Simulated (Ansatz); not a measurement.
Results of the Gaussian-basis code of Ansatz.

`C1NP[SiH2]1` at its PBE0-D4/def2-TZVP geometry, where that method's forces vanish. Charge 0, multiplicity 1.

| atom | x (Å) | y (Å) | z (Å) |
| --- | --- | --- | --- |
| C1 | 0.543 | 0.246 | -0.760 |
| N2 | 0.666 | 0.978 | 0.505 |
| P3 | -0.615 | 0.480 | 1.567 |
| Si4 | -0.293 | -1.222 | 0.110 |
| H5 | 1.504 | 0.084 | -1.256 |
| H6 | -0.149 | 0.719 | -1.473 |
| H7 | 0.909 | 1.958 | 0.456 |
| H8 | -1.784 | 0.893 | 0.822 |
| H9 | 0.664 | -2.254 | 0.586 |
| H10 | -1.445 | -1.882 | -0.558 |

Q: For each bond, give half the difference of the two atoms' forces along it (eV/Å; positive pushes the atoms apart) under PBE-D4, r2SCAN-D4, B3LYP-D4, ωB97M-V in def2-TZVPP. (Estimate.)

A: The calculation gave: 
| bond | length (Å) | PBE-D4 | r2SCAN-D4 | B3LYP-D4 | ωB97M-V |
| --- | --- | --- | --- | --- | --- |
| C1–N2 | 1.466 | 0.08 | 0.21 | 0.26 | 0.28 |
| C1–Si4 | 1.900 | 0.08 | 0.04 | 0.17 | 0.05 |
| C1–H5 | 1.094 | 0.08 | -0.05 | -0.13 | -0.13 |
| C1–H6 | 1.100 | 0.10 | -0.04 | -0.10 | -0.11 |
| N2–P3 | 1.737 | 0.26 | 0.12 | 0.19 | 0.05 |
| N2–H7 | 1.012 | 0.20 | -0.03 | -0.13 | -0.13 |
| P3–Si4 | 2.263 | 0.22 | 0.12 | 0.25 | 0.04 |
| P3–H8 | 1.446 | 0.22 | 0.03 | -0.04 | -0.12 |
| Si4–H9 | 1.486 | 0.06 | -0.03 | -0.14 | -0.12 |
| Si4–H10 | 1.487 | 0.02 | -0.05 | -0.15 | -0.11 |

B3LYP here is the variant with VWN-RPA as its local correlation; programs differ in this.
